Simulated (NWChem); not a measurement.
System: TiNH$_{2}$OCl; SMILES [OH][Ti]([Cl])=[NH]

Here is an NWChem input.

```
start job
memory heap 200 mb stack 900 mb global 1100 mb
geometry units angstroms
  Ti     0.261018    -0.335931    -0.028444
  N      0.587336    -0.579881    -1.674744
  H      1.036355    -1.078418    -2.438139
  Cl    -1.063880     1.360907     0.180427
  O      0.906505    -1.307132     1.207884
  H      1.437408    -2.029574     1.542321
end
basis spherical
  * library def2-svp
end
dft
  xc pbe0
  iterations 150
end
driver
  maxiter 120
end
task dft optimize
task dft freq
```

The optimisation ended at a saddle point (imaginary frequency).

The level has its own optimisation; frequencies are unscaled.

Problem. What results follow from this input? (PBE0/def2-SVP.) Quantities: r N–Ti (Å); r Cl–Ti (Å); r O–Ti (Å); r H–N (Å); highest harmonic frequency (cm⁻¹); lowest (cm⁻¹); zero-point energy (kcal/mol); dipole (D).

Solution. 
| Quantity | Value |
|---|---|
| r N–Ti (Å) | 1.649 |
| r Cl–Ti (Å) | 2.255 |
| r O–Ti (Å) | 1.793 |
| r H–N (Å) | 1.019 |
| highest harmonic frequency (cm⁻¹) | 3936 |
| lowest (cm⁻¹) | -27 |
| zero-point energy (kcal/mol) | 17.6 |
| dipole (D) | 3.38 |
